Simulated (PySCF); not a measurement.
```xyz
5

B     -0.5810     0.0074    -0.1515
N      0.8470    -0.0138    -0.0721
C      2.0167    -0.0273    -0.0067
H     -1.1866    -0.8201     0.4386
H     -1.0924     0.8513    -0.8042
```

Charge 0, multiplicity 1.

**Question.** Give the Mulliken and meta-Löwdin atomic charges from PBE-D3(BJ)/def2-TZVP // M06-2X/def2-TZVP (PySCF 2.14.0).

**Answer.** 
```tsv
atom	Mulliken (e)	meta-Löwdin (e)
B1	-0.03	0.05
N2	0.19	-0.08
C3	-0.25	-0.05
H4	0.04	0.04
H5	0.04	0.04
```
